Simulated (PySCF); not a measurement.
CH₈FNOSi₂. Atoms are numbered in the order given.

```xyz
14

N      2.3355    -0.4867    -1.5429
Si     0.8692    -1.0200    -0.7690
Si    -0.1216     0.6578     0.5396
O     -0.0366     2.0684    -0.3714
C     -1.9281     0.1754     0.9096
F     -1.8903    -1.1193     1.4084
H      2.3203     0.4192    -2.0015
H      3.2035    -0.6003    -1.0309
H     -0.1366    -1.4400    -1.7968
H      1.2137    -2.2017     0.0777
H      0.5703     0.8618     1.8575
H     -0.1454     2.8959     0.1061
H     -2.4262     0.8275     1.6489
H     -2.5397     0.1889    -0.0101
```
Charge 0, spin multiplicity 1.

Geometry: PBE0-D3(BJ)/def2-SVP. The structure was generated by enumeration; whether it is a known compound was not checked. The values are those of a single conformer.

These are ωB97X/def2-TZVP in PySCF values and carry that method's errors.

ESP charges are fitted to the potential on shells at 1.4 to 2.0 van der Waals radii. Atomic charges (e):

| atom | ESP fit | IAO | Mulliken | Löwdin |
|---|---|---|---|---|
| N1 | -1.01 | -0.87 | -0.65 | -0.29 |
| Si2 | 0.61 | 0.66 | 0.29 | 0.11 |
| Si3 | 0.30 | 0.86 | 0.35 | 0.10 |
| O4 | -0.67 | -0.81 | -0.56 | -0.15 |
| C5 | 0.01 | -0.26 | -0.09 | -0.45 |
| F6 | -0.26 | -0.34 | -0.24 | 0.07 |
| H7 | 0.40 | 0.27 | 0.24 | 0.16 |
| H8 | 0.38 | 0.27 | 0.24 | 0.16 |
| H9 | -0.11 | -0.14 | -0.04 | -0.04 |
| H10 | -0.13 | -0.13 | -0.03 | -0.03 |
| H11 | -0.11 | -0.16 | -0.06 | -0.04 |
| H12 | 0.44 | 0.37 | 0.33 | 0.17 |
| H13 | 0.08 | 0.14 | 0.10 | 0.11 |
| H14 | 0.07 | 0.14 | 0.12 | 0.12 |

**Question.** Give the Mayer and Wiberg (Löwdin basis) orders of the bonds. (The exact figures need the calculation; the answer reports its results.)

**Answer.** 
```csv
bond,Mayer,Wiberg
N1–Si2,1.09,1.52
Si2–Si3,0.93,1.03
Si3–O4,1.14,1.62
Si3–C5,0.90,1.11
C5–F6,0.93,1.64
N1–H7,0.92,0.96
N1–H8,0.92,0.96
Si2–H9,0.95,0.93
Si2–H10,0.96,0.93
Si3–H11,0.94,0.91
O4–H12,0.88,1.03
C5–H13,0.95,0.91
C5–H14,0.95,0.90
```
